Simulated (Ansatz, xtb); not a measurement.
Molecule: CBrClF, net charge -1, singlet state. It need not be the lowest isomer of its formula. Whether it binds its extra electron was not tested at this geometry. 
Coordinates optimised at B3LYP-D3(BJ)/def2-TZVP (Ansatz, a first-principles code):
SMILES: F[C-](Cl)Br
```xyz
4

F     -0.7626     1.6491    -0.4928
C     -0.6804     0.7689     0.5266
Cl    -2.0120    -0.5703     0.0114
Br     1.2900    -0.2788     0.0309
```
Charge -1, spin multiplicity 1.

Harmonic wavenumbers from GFN2-xTB (xtb, at its own minimum), cm⁻¹: 181, 247, 373, 501, 585, 913.

Q: Give the harmonic wavenumbers at B3LYP-D3(BJ)/def2-TZVP (Ansatz, finite differences of forces, unscaled).

A: 129, 190, 316, 442, 547, 977 cm⁻¹. Zero-point energy 3.7 kcal/mol.

Q: From these and the geometry, give the ideal-gas thermochemistry at 298.15 K and 1 atm (rigid rotor, harmonic oscillator).

A: Point group C1, rotational symmetry number 1. Rotational constants 6.098, 1.683, 1.363 GHz. S(trans) 40.85, S(rot) 27.53, S(vib) 7.99, S(elec, spin only) 0.00, S 76.4 cal/(mol K). H(298) - H(0) 3.73 kcal/mol; G - E(el) -15.3 kcal/mol.
